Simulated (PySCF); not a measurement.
## Correlation energy of F (fluorine, neutral)

[He] 2s2 2p5, 2P determinant. Calculation: PySCF 2.14, in jorge-DZP-DKH (4s2p1d, 15 functions); the spin-free X2C one-electron Hamiltonian (Gaussian nucleus). Frozen: 1s2; 7 electrons correlated.

MP2 pair energies summed by pair of shells (mhartree):

```csv
pair,energy,share (%)
2p-2p,-83.19,62.5
2s-2p,-41.92,31.5
2s-2s,-7.92,6.0
```

Total MP2 correlation energy: -133.03 mhartree.

Same-spin part -33.60 and opposite-spin part -99.43 mhartree; SCS-MP2 scales them by 1/3 and 6/5 to -130.52 mhartree.

| level | correlation energy (mhartree) |
| --- | --- |
| CCSD | -143.53 |
| (T) | -1.66 |
| CCSD(T) | -145.19 |

Diagnostics: T1 = 0.0054, D1 = 0.0101, largest double amplitude 0.049.

Task: Is a single reference adequate?

Result: Yes: T1 lies below 0.03 and no double amplitude reaches 0.07.
